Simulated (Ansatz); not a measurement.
Computed with Ansatz on PBE0-D4/def2-TZVP structures; ΔE is electronic, products minus reactants. CCSD(T)/CBS adds triple-zeta CCSD(T) − MP2 to the extrapolated MP2 energy (def2 sets, frozen cores). Functionals use def2-TZVPP. B3LYP here is the variant with VWN-RPA as its local correlation; programs differ in this. def2 core potentials past Kr. For Te outer-core shells are correlated without core-valence functions, which leaves a few kJ/mol of doubt a bond. Each species was taken in one conformer, which may not be the lowest.

Consider the ligand exchange at a B–C bond: `CC(O)(F)BCl` + H₂Te → `ClB[TeH]` + `CC(O)F`.

```json
{"level": "PBE-D4", "ΔE (kJ/mol)": "-85.9", "difference from CCSD(T)/CBS": "-1.3"}
{"level": "r2SCAN-D4", "ΔE (kJ/mol)": "-83.6", "difference from CCSD(T)/CBS": "1.0"}
{"level": "PBE0-D4", "ΔE (kJ/mol)": "-84.3", "difference from CCSD(T)/CBS": "0.3"}
{"level": "B3LYP-D4", "ΔE (kJ/mol)": "-78.6", "difference from CCSD(T)/CBS": "6.0"}
{"level": "ωB97X-V", "ΔE (kJ/mol)": "-73.9", "difference from CCSD(T)/CBS": "10.7"}
{"level": "ωB97M-V", "ΔE (kJ/mol)": "-73.2", "difference from CCSD(T)/CBS": "11.4"}
{"level": "B2PLYP", "ΔE (kJ/mol)": "-83.6", "difference from CCSD(T)/CBS": "1.0"}
{"level": "PBE", "ΔE (kJ/mol)": "-88.1", "difference from CCSD(T)/CBS": "-3.5"}
{"level": "r2SCAN", "ΔE (kJ/mol)": "-84.7", "difference from CCSD(T)/CBS": "-0.1"}
{"level": "PBE0", "ΔE (kJ/mol)": "-86.3", "difference from CCSD(T)/CBS": "-1.7"}
{"level": "B3LYP", "ΔE (kJ/mol)": "-81.6", "difference from CCSD(T)/CBS": "3.0"}
{"level": "HF/def2-TZVPP", "ΔE (kJ/mol)": "-75.4", "difference from CCSD(T)/CBS": "9.2"}
{"level": "MP2/def2-TZVPP", "ΔE (kJ/mol)": "-89.4", "difference from CCSD(T)/CBS": "-4.8"}
{"level": "SCS-MP2/def2-TZVPP", "ΔE (kJ/mol)": "-84.9", "difference from CCSD(T)/CBS": "-0.3"}
{"level": "CCSD/def2-TZVPP", "ΔE (kJ/mol)": "-78.2", "difference from CCSD(T)/CBS": "6.4"}
{"level": "CCSD(T)/def2-TZVPP", "ΔE (kJ/mol)": "-80.5", "difference from CCSD(T)/CBS": "4.1"}
{"level": "HF/def2-QZVPP", "ΔE (kJ/mol)": "-75.8", "difference from CCSD(T)/CBS": "8.8"}
{"level": "MP2/def2-QZVPP", "ΔE (kJ/mol)": "-91.9", "difference from CCSD(T)/CBS": "-7.3"}
{"level": "SCS-MP2/def2-QZVPP", "ΔE (kJ/mol)": "-87.1", "difference from CCSD(T)/CBS": "-2.5"}
{"level": "HF/CBS(def2)", "ΔE (kJ/mol)": "-75.9", "difference from CCSD(T)/CBS": "8.7"}
{"level": "MP2/CBS(def2)", "ΔE (kJ/mol)": "-93.6", "difference from CCSD(T)/CBS": "-9.0"}
{"level": "CCSD/CBS(def2)", "ΔE (kJ/mol)": "-82.3", "difference from CCSD(T)/CBS": "2.3"}
{"level": "CCSD(T)/CBS", "ΔE (kJ/mol)": "-84.6", "difference from CCSD(T)/CBS": "0"}
```

Largest T1 diagnostic among the species: 0.014.

In def2-TZVPP, CCSD(T) changes the Hartree–Fock value by −5.0 kJ/mol (the triples alone add −2.2 kJ/mol) and MP2 by −14.0 kJ/mol. The D4 term adds +3.1 kJ/mol with B3LYP and +2.0 kJ/mol with PBE0; it sums over pairs of atoms, weighted by their polarisabilities, and B3LYP, whose exchange is more repulsive, gets the larger term.
